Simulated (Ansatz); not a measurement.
System: germanium monotelluride triplet, GeTe, charge 0, multiplicity 3. This is an excited triplet: at this geometry the singlet lies 1.66 eV lower at CCSD(T)/CBS(def2-TZVPPD,def2-QZVPPD). 
Coordinates optimised at B3LYP-D3(BJ)/def2-TZVP (Ansatz, a quantum-chemistry and plane-wave program):
SMILES: [Te]=[Ge]
```xyz
2

Ge     0.0000     0.0000    -1.6237
Te     0.0000     0.0000     0.9992
```
Charge 0, spin multiplicity 3.

Basis-set convergence of Hartree-Fock and MP2 correlation energies (hartree) with Ansatz. Correlated levels leave the core frozen unless marked. Open shells are spin-unrestricted. No spin-orbit coupling. The frozen core is the preceding noble-gas configuration, with the filled d and f shells of earlier blocks. Past Kr the def2 sets carry scalar-relativistic core potentials.

| basis | functions | E(HF) | E(corr, MP2) |
|---|---|---|---|
| def2-SVP | 58 | -2342.09442 | -0.12938 |
| def2-TZVPP | 98 | -2342.36801 | -0.16955 |
| def2-QZVPP | 171 | -2342.41162 | -0.18798 |

Extrapolating the two largest sets (X = 3 and 4) as X^-3: E(corr) = (64·(-0.18798) - 27·(-0.16955))/37 = -0.2014 Eh, an estimate of the basis-set limit. The largest set recovers 93.3 % of it, the smallest 64.2 %.
